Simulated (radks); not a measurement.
Values are calculated unless marked as measured or tabulated.
Q: Species: Pt3+. Configuration: [Xe] 4f14 5d6.5 6s0.5 (fractional occupations, a model configuration). Code: a radial shooting solver on a logarithmic mesh with Libxc functionals. Model: Dirac Kohn-Sham, PBEsol, spin-unpolarised, spherical densities, point nucleus; open shells fill j = l - 1/2 first. Some entries of the table are withheld. Estimate them.

orbital  occ.  eigenvalue (hartree)  <r^2> (bohr^2)
1s1/2       2             -2878.356       0.0004061
2s1/2       2             -506.3949        0.006145
2p1/2       2                   (1)        0.004357
2p3/2       4                   (2)        0.005548
3s1/2       2             -119.9755         0.03996
3p1/2       2             -110.5535         0.03648
3p3/2       4             -96.59296         0.04294
3d3/2       4             -80.91749         0.03300
3d5/2       6             -77.90803         0.03475
4s1/2       2             -26.83946          0.1946
4p1/2       2                   (3)          0.1990
4p3/2       4                   (4)          0.2323
4d3/2       4             -12.97956          0.2468
4d5/2       6             -12.36065          0.2588
5s1/2       2                   (5)           1.010
4f5/2       6                   (6)          0.3191
4f7/2       8                   (7)          0.3284
5p1/2       2                   (8)           1.186
5p3/2       4                   (9)           1.413
5d3/2       4              -1.50694           2.427
5d5/2     2.5              -1.44514           2.575
6s1/2     0.5              -1.21370           5.953

A: 
(1) 2p1/2 eigenvalue (hartree): -485.3819
(2) 2p3/2 eigenvalue (hartree): -421.8694
(3) 4p1/2 eigenvalue (hartree): -22.84538
(4) 4p3/2 eigenvalue (hartree): -19.51694
(5) 5s1/2 eigenvalue (hartree): -5.08613
(6) 4f5/2 eigenvalue (hartree): -4.00611
(7) 4f7/2 eigenvalue (hartree): -3.87901
(8) 5p1/2 eigenvalue (hartree): -3.80291
(9) 5p3/2 eigenvalue (hartree): -3.23967
